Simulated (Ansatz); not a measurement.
Isolated molecules relaxed with PBE0-D4/def2-TZVP in Ansatz; ΔE leaves out vibrations. CCSD(T)/CBS adds triple-zeta CCSD(T) − MP2 to the extrapolated MP2 energy (def2 sets, frozen cores). This one scheme is used for every species. One conformer a species, not always the lowest.

Consider the cleavage of the Al–B bond: `C[B](F)[AlH2]` + `O=CN[SiH3]` → `O=C[N]([AlH2])[SiH3]` + `CBF`.

`C[B](F)[AlH2]`:

Cartesian coordinates in Å:
```
C 0.009 -1.254 -0.764
B 0.256 -0.351 0.487
F 0.738 -0.951 1.583
Al -0.144 1.775 0.625
H -1.075 -1.349 -0.914
H 0.390 -0.793 -1.681
H 0.428 -2.259 -0.665
H 0.973 2.854 0.267
H -1.575 2.327 1.061
```

`O=CN[SiH3]`:

Z-matrix (Å, degrees):
```
Si
N 1 1.760
H 1 1.480 2 110.9
H 1 1.485 2 103.9 3 118.2
H 1 1.480 2 110.9 3 -123.5
C 2 1.356 1 119.0 3 61.8
H 2 1.007 1 123.5 3 -118.3
O 6 1.210 2 122.5 1 0.0
H 6 1.105 2 114.9 1 180.0
```

`O=C[N]([AlH2])[SiH3]`:

Cartesian coordinates in Å:
```
O 2.135 0.879 -0.325
C 1.179 0.882 0.417
N 0.046 0.145 0.183
Al -1.367 0.170 1.319
Si 0.179 -0.783 -1.322
H 1.166 1.488 1.341
H -1.210 1.095 2.589
H -2.619 -0.714 0.960
H 1.283 -1.767 -1.251
H 0.325 0.110 -2.494
H -1.117 -1.506 -1.416
```

`CBF`:

Z-matrix (Å, degrees):
```
C
B 1 1.553
H 1 1.096 2 109.6
H 1 1.091 2 114.0 3 122.5
H 1 1.096 2 109.7 3 -114.9
F 2 1.327 1 120.6 3 -122.2
H 2 1.202 1 123.5 3 57.8
```

```json
{"species": "`C[B](F)[AlH2]`", "HF/CBS(def2) energy (Eh)": "-406.94084"}
{"species": "`O=CN[SiH3]`", "HF/CBS(def2) energy (Eh)": "-459.15982"}
{"species": "`O=C[N]([AlH2])[SiH3]`", "HF/CBS(def2) energy (Eh)": "-701.69513"}
{"species": "`CBF`", "HF/CBS(def2) energy (Eh)": "-164.45862"}
```

(1) Work out ΔE.

Largest T1 diagnostic among the species: 0.015.

Results:

(1) ΔE = (-701.69513) + (-164.45862) − (-406.94084) − (-459.15982) = -0.05309 Eh = -139.4 kJ/mol. CCSD(T)/CBS gives -140.1 kJ/mol.

From PBE to PBE0 (25 % exact exchange), in def2-TZVPP and without D4, ΔE moves by −5.7 kJ/mol. In def2-TZVPP, CCSD(T) changes the Hartree–Fock value by −3.3 kJ/mol (the triples alone add −1.4 kJ/mol) and MP2 by −13.9 kJ/mol.
